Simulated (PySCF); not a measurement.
C₂H₇OSi, SMILES [O][SiH](C)C, multiplicity 2.

The structure is a stationary point at B3LYP-D3(BJ)/def2-SVP. A frequency run showed that this geometry is not a minimum. The isomer is the one that the SMILES or the coordinates give; other isomers of the formula were not compared.

All values below come from PySCF with SMD-B3LYP/def2-SVP.

Solvation free energies are E(SMD) − E(gas) at the gas-phase geometry, for 1 M in both phases. In vacuum the dipole moment is 2.23 D.

Computed solvation free energies in water, dichloromethane, tetrahydrofuran:
| solvent | ΔG(solv) (kcal/mol) | its non-electrostatic (CDS) part | dipole (D) |
|---|---|---|---|
| water | -1.5 | 3.4 | 3.17 |
| dichloromethane | -3.0 | -0.2 | 2.77 |
| tetrahydrofuran | -3.0 | -0.4 | 2.71 |
